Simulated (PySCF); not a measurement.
A structure optimised at r2SCAN-D4/def2-SVP, used in a PySCF frequency run:

```xyz
14

N     -1.9490     0.0151    -0.8337
C     -0.8993    -1.0011    -0.6160
Si     0.6320    -0.3084     0.2566
N      0.3240     0.5546     1.7238
N      1.2381     0.8890    -0.8469
H     -2.2413     0.3746     0.0779
H     -1.5229     0.8216    -1.2969
H     -1.3306    -1.8387    -0.0377
H     -0.6300    -1.4497    -1.5922
H      1.5565    -1.4237     0.6641
H     -0.2433     1.3959     1.7337
H      0.3203     0.0876     2.6234
H      1.9979     1.4911    -0.5415
H      1.3503     0.6552    -1.8296
```

### Question
Write its SMILES and formula.

### Answer
NC[SiH](N)N, CH₉N₃Si

### Question
What are its rotational constants (standard atomic weights)?

### Answer
4.8094, 2.8987, 2.4136 GHz
